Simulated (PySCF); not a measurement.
Isomers of C3H11PSi2. Computed with TDDFT CAM-B3LYP/def2-SVPD, vertical, gas phase, core orbitals frozen in the response (PySCF 2.14.0, density-fitted response routines). Geometries: GFN2-xTB; one conformer of each isolated species. Triplets are in the Tamm–Dancoff approximation.

Question: Rank by computed S1–T1 gap, highest first.
A. `C=C[SiH2][Si@@H](P)C`
B. `C[SiH2]/C=C/[SiH2]P`
C. `C[Si]1(P)C[SiH2]C1`
D. `C[C@@H]1[SiH2]C[Si@H]1P`

Answer: A (1.78 eV), B (1.65 eV), C (0.79 eV), D (0.34 eV).

| SMILES | S1−T1 (eV) | S1 (eV) | T1 (eV) | S1 mainly | T1 mainly | f(S1) |
| --- | --- | --- | --- | --- | --- | --- |
| C=C[SiH2][Si@H](C)P | 1.78 | 6.03 | 4.25 | H→L (85%) | H-1→L (50%) | 0.106 |
| C[SiH2]/C=C/[SiH2]P | 1.65 | 5.75 | 4.10 | H-2→L (70%) | H-1→L (86%) | 0.001 |
| C[Si]1(P)C[SiH2]C1 | 0.79 | 6.41 | 5.62 | H→L+1 (54%) | H→L (37%) | 0.018 |
| C[C@@H]1[SiH2]C[Si@H]1P | 0.34 | 6.09 | 5.74 | H→L (79%) | H→L+1 (37%) | 0.004 |

H and L stand for HOMO and LUMO. For `C=C[SiH2][Si@H](C)P`, `C[SiH2]/C=C/[SiH2]P`, `C[Si]1(P)C[SiH2]C1` and `C[C@@H]1[SiH2]C[Si@H]1P` the leading configurations of S1 and T1 differ. Singlets come from full response and triplets from the Tamm–Dancoff approximation.
